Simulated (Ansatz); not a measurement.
`[OH][Hf]([OH])([OH])[SeH]` and `[OH][Hf]([OH])([OH])[SH]` differ in one atom or group.

Ansatz, PBE0-D4/def2-TZVP geometries, multiplicity 1. Each molecule was computed in one conformer, which needn't be the lowest.

Elements past krypton have def2 core potentials. Scalar relativity is left out up to krypton. Spin–orbit coupling is left out; it splits and shifts lone-pair levels of the heavy atoms by tenths of an eV.

```csv
property,`[OH][Hf]([OH])([OH])[SeH]`
HOMO–LUMO gap (PBE/def2-TZVPP) / eV,4.41
HOMO–LUMO gap (PBE0/def2-TZVPP) / eV,6.37
HOMO energy (PBE/def2-TZVPP) / eV,-5.43
LUMO energy (PBE0/def2-TZVPP) / eV,-0.20
LUMO energy (B3LYP/def2-TZVPP) / eV,-0.52
HOMO energy (PBE0/def2-TZVPP) / eV,-6.58
```

(1) What does the change do to each property? (An estimate is asked.)

Results:

(1) Ansatz gave: 
| property | `[OH][Hf]([OH])([OH])[SH]` | shift |
| --- | --- | --- |
| HOMO–LUMO gap (PBE/def2-TZVPP) / eV | 4.85 | 0.44 |
| HOMO–LUMO gap (PBE0/def2-TZVPP) / eV | 6.83 | 0.46 |
| HOMO energy (PBE/def2-TZVPP) / eV | -5.74 | -0.31 |
| LUMO energy (PBE0/def2-TZVPP) / eV | -0.15 | 0.05 |
| LUMO energy (B3LYP/def2-TZVPP) / eV | -0.47 | 0.05 |
| HOMO energy (PBE0/def2-TZVPP) / eV | -6.98 | -0.40 |

With PBE0 the HOMO falls by 0.40 eV and the LUMO rises by 0.05 eV, so the gap widens by about 0.45 eV. PBE moves the HOMO by -0.31 eV and ωB97M-V by -0.46 eV.

Positive LUMOs are unbound, so they and the gaps depend on the basis.

B3LYP here is the variant with VWN-RPA as its local correlation; programs differ in this.
